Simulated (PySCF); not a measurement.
# Reading the logs of faulty runs: Al2CClH4 cation

All numbers below are calculated, not measured. The program is PySCF 2.14.0, an open-source quantum chemistry code, run on an isolated molecule that a program drew, which may never have been made. The molecule is Al2CClH4 cation (charge +1, singlet), drawn as the SMILES string `[CH3][Al]([AlH+])[Cl]`.

Each row is a Hartree-Fock (HF) and frozen-core CCSD(T) single point in the cc-pV(D+d)Z basis, meant for a local HF minimum. Run 1 is clean. Each other run has one planted mistake out of seven kinds, and not every kind appears here: one electron removed, one electron added, multiplicity raised by two, geometry at a saddle point, minimal basis STO-3G, one bond length entered in bohr, all coordinates scaled. The reference is restricted for singlets and unrestricted otherwise, and also for a bond in bohr. Adding or removing an electron swaps singlet and doublet. Electrons count all cores. HOMO and LUMO are orbital energies over both spins, the gradient is its largest component, and the lowest frequency (negative if imaginary) is given only where the gradient is small. Bond lengths are over the 7 bonds as drawn. T1 is the CCSD diagnostic: over 0.02 (restricted) or 0.045 (unrestricted) a single reference is doubtful.

Geometry of the clean run:
```xyz
8
Al2CClH4 cation, angstrom
C    -0.1955   -0.7856   -0.2240
Al    0.0924    0.8090    0.8210
Al    2.3235    1.1649    2.2794
Cl   -1.0161    2.5354    1.1507
H     0.5953   -0.9120   -0.9703
H    -1.1551   -0.7376   -0.7447
H    -0.1939   -1.6757    0.4134
H     3.5867    1.4510    3.1527
```

```
run,electrons,basis functions,<S^2>,HOMO (eV),LUMO (eV),gradient (hartree/bohr),lowest frequency (cm^-1),mean bond (Å),longest bond (Å),T1,HF (hartree),CCSD(T) (hartree),mistake
1,52,103,0.000,-14.89,-4.96,2.7e-05,40,1.6485,2.689,0.0125,-983.37082,-983.81373,no fault
2,52,36,0.000,-12.82,0.66,3.4e-02,-,1.6485,2.689,0.0098,-972.29135,-972.43740,minimal basis STO-3G
3,51,103,0.845,-20.72,-12.91,7.2e-02,-,1.6485,2.689,0.0434,-982.85724,-983.28471,?
4,52,103,2.010,-12.25,-7.05,1.8e-02,-,1.6485,2.689,0.0222,-983.27208,-983.70497,?
```

**Which mistake was planted in run 3, and what did it cost?**

It counts 51 electrons, one fewer than the clean run, at the same geometry and basis. So the mistake is: one electron removed. Subtracting run 1 and multiplying by 627.51 kcal/mol a hartree, the energy moved by 322.3 kcal/mol in HF and 332.0 kcal/mol in CCSD(T).

**Which mistake was planted in run 4, and what did it cost?**

Electrons, basis and geometry are unchanged, and <S^2> is 2.010, beside S(S+1) = 2.00 for a multiplicity of 3. So the mistake is: multiplicity raised by two. Subtracting run 1 and multiplying by 627.51 kcal/mol a hartree, the energy moved by 62.0 kcal/mol in HF and 68.2 kcal/mol in CCSD(T).

